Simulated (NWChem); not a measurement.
# CH2BF3O; SMILES FC(F)(F)BO

```xyz
8

B     -0.7745     1.0337     0.0000
C     -0.0484    -0.4079     0.0000
F     -0.3672    -1.1395    -1.0958
F     -0.3672    -1.1395     1.0958
F      1.3200    -0.2635     0.0000
H     -1.9811     1.1362     0.0000
O     -0.0087     2.1397     0.0000
H      0.9443     1.9077     0.0000
```
Atoms are numbered in this order, from 1.

Program: NWChem. Structure relaxed at the PBE-D3(BJ)/def2-SVP level. Total energies compare along this basis series because the functional is fixed.

| level | basis functions | energy (Ha) | highest occupied level (eV) | orbital gap (eV) | dipole (D) |
|---|---|---|---|---|---|
| Hartree-Fock/def2-SVP | 94 | -436.6017 | -13.85 | ? | ? |
| Hartree-Fock/def2-SVPD | 148 | -436.6262 | -13.96 | 15.73 | 1.20 |
| Hartree-Fock/def2-TZVP | 198 | -437.1392 | -13.82 | 16.14 | 1.20 |
| Hartree-Fock/def2-TZVPP | 214 | -437.1408 | -13.81 | 16.14 | 1.21 |

**Question.** Some entries are withheld; supply them.

**Answer.** 
- Hartree-Fock/def2-SVP, orbital gap (eV): 16.52
- Hartree-Fock/def2-SVP, dipole (D): 1.33
